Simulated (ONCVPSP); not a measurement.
# Reading a pseudo-wave (Al (Z = 13))

Columns: radius, all-electron u(r) and pseudo u(r) of the 2p shell (level -71.48 eV) of aluminium in the configuration [He] 2s2 2p6 3s1 3p2; LDA (Perdew-Zunger), scalar-relativistic, ONCV scheme, ONCVPSP 4.0.1.

```json
{"r (bohr)": "0.045", "all-electron": "0.1058", "pseudo": "0.0375"}
{"r (bohr)": "0.090", "all-electron": "0.3191", "pseudo": "0.1437"}
{"r (bohr)": "0.135", "all-electron": "0.5521", "pseudo": "0.3061"}
{"r (bohr)": "0.180", "all-electron": "0.7626", "pseudo": "0.5047"}
{"r (bohr)": "0.225", "all-electron": "0.9344", "pseudo": "0.7162"}
{"r (bohr)": "0.270", "all-electron": "1.0636", "pseudo": "0.9174"}
{"r (bohr)": "0.315", "all-electron": "1.1524", "pseudo": "1.0893"}
{"r (bohr)": "0.360", "all-electron": "1.2057", "pseudo": "1.2184"}
{"r (bohr)": "0.405", "all-electron": "1.2294", "pseudo": "1.2986"}
{"r (bohr)": "0.450", "all-electron": "1.2297", "pseudo": "1.3314"}
{"r (bohr)": "0.495", "all-electron": "1.2116", "pseudo": "1.3222"}
{"r (bohr)": "0.540", "all-electron": "1.1796", "pseudo": "1.2808"}
{"r (bohr)": "0.585", "all-electron": "1.1378", "pseudo": "1.2183"}
{"r (bohr)": "0.630", "all-electron": "1.0889", "pseudo": "1.1446"}
{"r (bohr)": "0.675", "all-electron": "1.0354", "pseudo": "1.0683"}
{"r (bohr)": "0.720", "all-electron": "0.9793", "pseudo": "0.9951"}
{"r (bohr)": "0.765", "all-electron": "0.9220", "pseudo": "0.9276"}
{"r (bohr)": "0.810", "all-electron": "0.8646", "pseudo": "0.8658"}
{"r (bohr)": "0.855", "all-electron": "0.8081", "pseudo": "0.8081"}
{"r (bohr)": "0.900", "all-electron": "0.7530", "pseudo": "0.7529"}
{"r (bohr)": "0.945", "all-electron": "0.6999", "pseudo": "0.6998"}
{"r (bohr)": "0.990", "all-electron": "0.6491", "pseudo": "0.6490"}
{"r (bohr)": "1.035", "all-electron": "0.6007", "pseudo": "0.6006"}
{"r (bohr)": "1.080", "all-electron": "0.5549", "pseudo": "0.5548"}
{"r (bohr)": "1.125", "all-electron": "0.5118", "pseudo": "0.5117"}
{"r (bohr)": "1.170", "all-electron": "0.4713", "pseudo": "0.4713"}
```

(1) How many radial nodes do the two functions have?

(2) At about which radius was the pseudo-wave matched?

(3) Is the pseudo-wave norm-conserving?

Answers

(1) The all-electron 2p function has n − l − 1 = 0; the pseudo-wave has 0.

(2) 0.90 bohr, where the columns begin to agree (steps of 0.04 bohr).

(3) Yes: the ONCV scheme keeps the norm inside the radius equal to the all-electron one, which fixes the energy derivative of the logarithmic derivative at the level.
